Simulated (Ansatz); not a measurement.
Reaction (cleavage of the Ge–Si bond): `N[SiH2][GeH3]` + `CNBF` → `C[N]([GeH3])BF` + `N[SiH3]`

Program: Ansatz. Geometries: PBE0-D4/def2-TZVP. ΔE: electronic, gas phase. CCSD(T)/CBS adds triple-zeta CCSD(T) − MP2 to the extrapolated MP2 energy (def2 sets, frozen cores). This one scheme is used for every species. DFT in def2-TZVPP. B3LYP here is the variant with VWN-RPA as its local correlation; programs differ in this. HSE06 is defined as in plane-wave codes. For Ge outer-core shells are correlated without core-valence functions, which leaves a few kJ/mol of doubt a bond. Scalar relativity is left out up to krypton. One conformer a species, not always the lowest.

```
             level  ΔE (kJ/mol)  difference from CCSD(T)/CBS
       LDA (SPW92)         28.3                         16.9
            PBE-D4         28.8                         17.4
         revPBE-D4         24.0                         12.6
         r2SCAN-D4         20.4                          9.0
            B97M-V         16.6                          5.2
           PBE0-D4         26.1                         14.7
          B3LYP-D4         17.0                          5.6
        r2SCANh-D4         20.3                          8.9
          HSE06-D4         26.3                         14.9
          BHLYP-D4         12.7                          1.3
      CAM-B3LYP-D4         13.5                          2.1
           ωB97X-V         13.2                          1.8
           ωB97M-V         13.4                          2.0
            B2PLYP         12.5                          1.1
          PBE-QIDH         15.3                          3.9
               PBE         31.5                         20.1
            revPBE         33.4                         22.0
              BLYP         23.6                         12.2
            r2SCAN         21.0                          9.6
              PBE0         28.3                         16.9
             B3LYP         21.2                          9.8
           r2SCANh         21.0                          9.6
           r2SCAN0         20.8                          9.4
             HSE06         28.2                         16.8
             BHLYP         14.9                          3.5
         CAM-B3LYP         15.6                          4.2
       HF/def2-SVP          7.2                         -4.2
      MP2/def2-SVP          1.9                         -9.5
     CCSD/def2-SVP          7.1                         -4.3
  CCSD(T)/def2-SVP          6.1                         -5.3
     HF/def2-TZVPP          5.6                         -5.8
    MP2/def2-TZVPP          1.3                        -10.1
SCS-MP2/def2-TZVPP         -0.9                        -12.3
   CCSD/def2-TZVPP          7.6                         -3.8
CCSD(T)/def2-TZVPP          6.6                         -4.8
     HF/def2-QZVPP          5.1                         -6.3
    MP2/def2-QZVPP          3.8                         -7.6
SCS-MP2/def2-QZVPP          1.5                         -9.9
      HF/CBS(def2)          5.0                         -6.4
    CCSD/CBS(def2)         12.3                          0.9
       CCSD(T)/CBS         11.4                            0
```

Largest T1 diagnostic among the species: 0.012.

The D4 term adds −4.2 kJ/mol with B3LYP and −2.1 kJ/mol with PBE0; it sums over pairs of atoms, weighted by their polarisabilities, and B3LYP, whose exchange is more repulsive, gets the larger term. At CCSD(T), def2-SVP lies −5.2 kJ/mol from the extrapolated value and def2-TZVPP −4.8 kJ/mol. From BLYP to BHLYP (50 % exact exchange), in def2-TZVPP and without D4, ΔE moves by −8.7 kJ/mol.
